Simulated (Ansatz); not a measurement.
The cluster PbSe₂. The state is a triplet with charge 0. Geometry r2SCAN-D4/def2-TZVPD, that of the charge -1 doublet; atoms count from 1.

```xyz
3

Pb   -0.298    0.535   -0.422
Se    0.171   -1.673   -1.587
Se    0.127    1.138    2.009
```

In the def2 sets Pb takes a core potential; there is no spin–orbit coupling. The structure comes from a short search, and lower isomers may exist.

Estimate the Mulliken populations from the PBE0/def2-TZVPD orbitals of Ansatz.


| atom | charge (e) | spin (α − β) |
| --- | --- | --- |
| Pb1 | 0.56 | -0.10 |
| Se2 | -0.28 | 1.05 |
| Se3 | -0.28 | 1.05 |
Mulliken values depend strongly on the basis. With diffuse functions, as here, like atoms can get unlike values, and bond orders can come out too low or too high.

Where does the spin sit?

Summed by element: Pb -0.10, Se 2.10, of 2 unpaired in all. Largest on single atoms: Se2 1.05, Se3 1.05, Pb1 -0.10.

And the Mayer bond orders between heavy atoms (over 0.3)?

Pb1–Se2 1.14 (2.54 Å); Pb1–Se3 1.15 (2.54 Å).
